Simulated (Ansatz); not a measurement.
`C[SiH2][O][ZnH]` + CH₃SH → `C[S][ZnH]` + `C[SiH2]O` at 600 K and 1 bar (ligand exchange at a Zn–O bond).

Gas-phase electronic energies from Ansatz, PBE0-D4/def2-TZVP geometries. CCSD(T)/CBS is the MP2 limit (def2-TZVPP, def2-QZVPP) plus CCSD(T) − MP2 in def2-TZVPP, frozen cores. This one scheme is used for every species. For Zn outer-core shells are correlated without core-valence functions, which leaves a few kJ/mol of doubt a bond. Scalar relativity is left out up to krypton. One conformer a species, not always the lowest.

```csv
species,CCSD(T)/CBS energy (Eh),H − E (kJ/mol),S (J/(mol·K))
`C[SiH2][O][ZnH]`,-2184.36423,230.0,451.8
CH₃SH,-438.22835,152.3,296.8
`C[S][ZnH]`,-2216.62619,161.9,375.7
`C[SiH2]O`,-405.96945,226.2,370.0
```

H − E and S are ideal-gas, rigid-rotor, harmonic terms from PBE0-D4/def2-TZVP, for one conformer and one mirror image of each species. 1 Eh = 2625.50 kJ/mol, R = 8.31446 J/(mol·K).

By hand: ΔE, ΔH, ΔS and ΔG.

ΔE = (-2216.62619) + (-405.96945) − (-2184.36423) − (-438.22835) = -0.00306 Eh = -8.0 kJ/mol. Δ(H − E) = 161.9 + 226.2 − 230.0 − 152.3 = 5.8, so ΔH = -2.2 kJ/mol. ΔS = 375.7 + 370.0 − 451.8 − 296.8 = -2.9 J/(mol·K). ΔG = -2.2 − 600 × (-2.9)/1000 = -0.5 kJ/mol.

By hand: the equilibrium constant, and the temperature at which ΔG would vanish if ΔH and ΔS stayed fixed.

log₁₀ K = −ΔG/(RT ln 10) = 0.0. ΔG = 0 at ΔH/ΔS = 759 K, though so small a ΔH makes that figure unsure.

TΔS isn't small against ΔH here. The sign of ΔG lies within the doubt. A doubt of 5 kJ/mol in ΔE shifts log₁₀ K by 0.4 here. Other conformers and mirror images would add mixing entropy, several J/(mol·K) or more a flexible species. Modes under 60 cm⁻¹, often nearly free rotors, make the harmonic entropy too high. These are equilibria of isolated gas molecules and say nothing of rates. Largest T1 diagnostic: 0.015 (customary marks: 0.02 for closed shells, 0.045 for open ones).
